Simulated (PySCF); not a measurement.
Compound: C2H7AlAsN.
Bonds: C1–C2, C2–N3 (triple), N3–Al4, Al4–As5. Hydrogens: H6, H7, H8 on C1; H9, H10 on Al4; H11, H12 on As5.
Bond orders are those of one Lewis drawing.

Method: PySCF 2.14.0, PBE0-D3(BJ)/def2-SVP geometry optimisation, gas phase; density fitting, grid level 1; the optimiser is geomeTRIC in internal coordinates, started from a GFN2-xTB structure with every atom displaced at random (about 0.01 Å).

Step 2: E = -71089.3032 eV
```
atom  x, y, z in Å  |  force x, y, z in eV/Å
C1     -2.7417   -0.6686    0.1877   -0.097   0.064  -0.005
C2     -1.3642   -0.2499    0.2929    0.103  -0.108   0.121
N3     -0.2648    0.0878    0.3723    0.008   0.110  -0.125
Al4     1.4687    1.1412    0.0249   -0.324   0.096  -0.168
As5     3.3469   -0.1073    1.0144   -0.040  -0.049  -0.016
H6     -3.1268   -0.4120   -0.8105    0.023  -0.031  -0.006
H7     -2.8224   -1.7535    0.3407    0.009  -0.024   0.001
H8     -3.3496   -0.1471    0.9422    0.030  -0.029   0.009
H9      1.3313    1.0633   -1.5743    0.065  -0.004   0.013
H10     0.9260    2.4960    0.6921    0.137  -0.012   0.074
H11     4.0071   -0.0693   -0.3659    0.061  -0.001   0.065
H12     2.6291   -1.4085    0.6392    0.026  -0.013   0.036
```

Step 3: E = -71089.3496 eV
```
atom  x, y, z in Å  |  force x, y, z in eV/Å
C1     -2.7330   -0.7026    0.2200    0.123  -0.080   0.008
C2     -1.3667   -0.2249    0.2418   -0.115  -0.109   0.122
N3     -0.2819    0.1618    0.2633    0.084   0.198  -0.178
Al4     1.4517    1.2076   -0.0664    0.025  -0.047   0.005
As5     3.2149   -0.1544    1.0519   -0.139  -0.009  -0.061
H6     -3.1953   -0.4446   -0.7434   -0.020   0.021   0.007
H7     -2.7438   -1.7964    0.3408   -0.007   0.026   0.000
H8     -3.3040   -0.2435    1.0400    0.006   0.019  -0.022
H9      1.3951    1.2174   -1.6737   -0.003  -0.044   0.078
H10     1.0195    2.5564    0.6814    0.013  -0.009   0.019
H11     4.0701   -0.1594   -0.2142    0.003   0.019   0.007
H12     2.5131   -1.4456    0.6144    0.031   0.014   0.015
```

Step 4: E = -71089.3672 eV
```
atom  x, y, z in Å  |  force x, y, z in eV/Å
C1     -2.7046   -0.7292    0.2400    0.123  -0.068  -0.006
C2     -1.3599   -0.1953    0.2097   -0.070  -0.103   0.110
N3     -0.2904    0.2321    0.1932    0.021   0.195  -0.169
Al4     1.4470    1.2572   -0.1082    0.126  -0.100   0.093
As5     3.1058   -0.1926    1.0648   -0.098  -0.007  -0.009
H6     -3.2169   -0.4873   -0.7020   -0.024   0.024   0.009
H7     -2.6650   -1.8228    0.3555   -0.005   0.023   0.001
H8     -3.2575   -0.2968    1.0860   -0.010   0.021  -0.019
H9      1.4492    1.2902   -1.7111   -0.036  -0.024   0.032
H10     1.0714    2.6011    0.6774   -0.022  -0.004  -0.024
H11     4.0555   -0.2184   -0.1311   -0.017   0.028  -0.006
H12     2.4052   -1.4662    0.5814    0.012   0.013  -0.012
```

Task: Estimate the geometry and energy of step 5. (The exact step hangs on the optimiser's Hessian estimate; all steps are aligned on step 4, rigid shifts and turns removed.)

Result: E = -71089.3855 eV, largest force 0.317 eV/Å
```
atom  x, y, z in Å  |  force x, y, z in eV/Å
C1     -2.6014   -0.7855    0.2874    0.041  -0.019  -0.016
C2     -1.3284   -0.1196    0.1327    0.005  -0.077   0.080
N3     -0.3068    0.4019    0.0262   -0.129   0.130  -0.125
Al4     1.4487    1.3561   -0.2039    0.193  -0.136   0.211
As5     2.8109   -0.2725    1.1043    0.040   0.028   0.036
H6     -3.2556   -0.5401   -0.5613   -0.015   0.008   0.008
H7     -2.4477   -1.8740    0.3216   -0.001   0.000   0.004
H8     -3.0758   -0.4577    1.2235   -0.017   0.002  -0.007
H9      1.5704    1.4186   -1.7939   -0.038  -0.002  -0.031
H10     1.1659    2.6885    0.6353   -0.050   0.038  -0.084
H11     3.9472   -0.3542    0.0880   -0.024   0.023  -0.015
H12     2.1123   -1.4895    0.4958   -0.005   0.003  -0.059
```

The energy changes by -0.0182 eV. The first-order estimate −F·Δx gives -0.0423 eV and the mean of the old and new forces, exact on a quadratic surface, -0.0165 eV. The step makes an angle of 82° with the force vector and moves no atom by more than 0.308 Å.

Run on Arm Neoverse V1, one thread, on a shared host.
